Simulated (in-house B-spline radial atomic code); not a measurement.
A calculation on Ru²⁺: its settings, and results tabulated from the run. Method: Dirac-Kohn-Sham LDA VWN5, spherical fractional occupations, Fermi nucleus of rms radius 4.4809 fm, inside a hard spherical wall at 1.7 bohr. Calculated with a radial B-spline atomic code at the basis-set limit.

Command:
```bash
python run_scf.py task.json out
```
Settings (nuclear radius in fm, mass in u):
```
Z                44
configuration    [Ar] 3d10 4s2 4p5 4d7
hamiltonian      dirac
method           lda,vwn
spin_polarised   False
nucleus          fermi
rms_radius       4.4809
atomic_mass      101.90434
speed_of_light   137.035999084
wall_radius      1.7
```

Output (hartree, bohr):
```
 radial grid: 58 intervals, B-splines of order 8, outer radius 1.7 bohr

 iter        energy (Eh)    residual
    1       -4509.369008    3.67e-01
    2       -4509.637232    2.49e-02
    3       -4509.645037    1.21e-02
    4       -4509.646126    5.48e-03
    5       -4509.646331    6.80e-04
    6       -4509.646338    1.32e-04
    7       -4509.646338    6.30e-06
    8       -4509.646338    1.13e-07

 total energy                     -4509.64634
 kinetic                            4767.1205
 electron-nucleus                 -11061.6618
 Hartree                            1917.6163
 exchange-correlation               -132.7214

 first-order corrections (not in the total)
   Gaunt                             3.1766
   retardation                      -0.3196
   frequency dependence             -0.0211
   self-energy                       2.1246
   Uehling                          -0.2512
   Wichmann-Kroll                    0.0041

 orbital      occ     eigenvalue          <r>       <r^2>       <1/r>       r_max    small
 1s1/2      2.000      -802.2588    0.0334698  0.00151253     45.8261     0.02174  2.58e-02
 2s1/2      2.000      -113.3509      0.14556   0.0250364     10.4758      0.1232  5.33e-03
 2p1/2      2.000      -104.6104     0.123757   0.0188092      10.463     0.09551  5.34e-03
 2p3/2      4.000       -99.8117     0.128541   0.0201625     9.91147     0.09951  5.15e-03
 3s1/2      2.000       -18.4403     0.406393    0.189445     3.58788      0.3637  1.43e-03
 3p1/2      2.000       -15.0444     0.400203    0.186793     3.48887      0.3506  1.37e-03
 3p3/2      4.000       -14.2467      0.41135    0.197129     3.35429      0.3604  1.32e-03
 3d3/2      4.000        -8.1846     0.390044    0.183235     3.16643      0.3021  1.20e-03
 3d5/2      6.000        -8.0316     0.393745    0.186579     3.13151       0.305  1.19e-03
 4s1/2      2.000        -1.4417     0.928585    0.947534     1.46118      0.9194  4.17e-04
 4p1/2      1.667        -0.2988      0.94674    0.986094     1.41357      0.9529  4.06e-04
 4p3/2      3.333        -0.1299     0.956176     1.00525     1.39343      0.9698  4.06e-04
 4d3/2      2.800         1.8544     0.976686     1.05481     1.32721       1.026  3.93e-04
 4d5/2      4.200         1.8887     0.978319      1.0585     1.32445        1.03  3.93e-04
```

Time taken, with all properties: 0.35 s on 1 thread of Arm Neoverse V2, on a shared host.

For the Dirac Hamiltonian the kinetic term is c α·p + (β - 1)c².
